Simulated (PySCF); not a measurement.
## Computed vibrations of [Pm(NH3)3]3+

[Pm(NH3)3]3+ (singlet in the valence; each metal's 4f electrons, 4 of them, lie in its core potential, out of spins and levels). PySCF 2.14.0, RKS PBE0, Pm lcecp-1-SVP with ECP50, N def2-SVP, H def2-SVP; non-relativistic Hamiltonian with scalar-relativistic core potentials where named; density fitting; no spin-orbit coupling. Central differences of gradients.

```xyz
13

Pm    0.0000    0.0000    0.0000
N     2.4817    0.0010    0.0000
H     2.9310   -0.4676    0.8083
H     2.9310   -0.4676   -0.8083
H     2.9314    0.9345    0.0000
N    -1.2417    2.1487    0.0000
H    -1.0605    2.7721    0.8083
H    -1.0605    2.7721   -0.8083
H    -2.2750    2.0714    0.0000
N    -1.2400   -2.1497    0.0000
H    -1.8704   -2.3045    0.8083
H    -1.8704   -2.3045   -0.8083
H    -0.6564   -3.0059    0.0000
```

Run from Python with OMP_NUM_THREADS=2. Where DIIS fails, smearing, a level shift and second-order steps follow.
It took 100 s on 2 threads of Arm Neoverse V1, on a shared host.

Problem. What are the harmonic wavenumbers and infrared intensities?

Solution. Modes are labelled in C3h; negative numbers are unstable modes, those under 60 cm⁻¹ near the noise; a finer grid moves soft modes by up to 10 cm⁻¹.
```csv
cm⁻¹,km/mol,symmetry
-44,–,a''
-41,–,e''
-41,–,e''
-40,–,a''
82,6.8,e'
82,6.8,e'
343,0.0,a'
356,13.1,e'
356,13.1,e'
635,0.0,a'
646,0.0,e''
646,0.0,e''
660,208.3,a''
675,89.3,e'
675,89.3,e'
1412,198.0,e'
1412,198.0,e'
1415,0.0,a'
1609,151.3,a''
1609,76.6,e'
1609,76.6,e'
1611,0.0,a'
1611,0.0,e''
1611,0.0,e''
3352,355.6,e'
3352,355.6,e'
3361,0.0,a'
3423,0.0,e''
3423,0.0,e''
3424,486.2,a''
3429,0.0,a'
3430,236.8,e'
3430,236.8,e'
```

Problem. Is this a minimum?

Solution. Probably not: 4 unstable, though so soft as to be near the noise; the lowest moves the atoms so:
```
Pm   0.00  0.00 -0.03
N    0.00  0.00  0.08
H   -0.03 -0.27 -0.06
H    0.03  0.27 -0.06
H    0.00  0.00  0.41
N    0.00  0.00  0.08
H    0.25  0.11 -0.06
H   -0.25 -0.11 -0.06
H    0.00  0.00  0.41
N    0.00  0.00  0.08
H   -0.22  0.16 -0.06
H    0.22 -0.16 -0.06
H    0.00  0.00  0.41
```

An lcecp potential fixes the number of 4f electrons, so in runs with it no electron can move into or out of that shell.
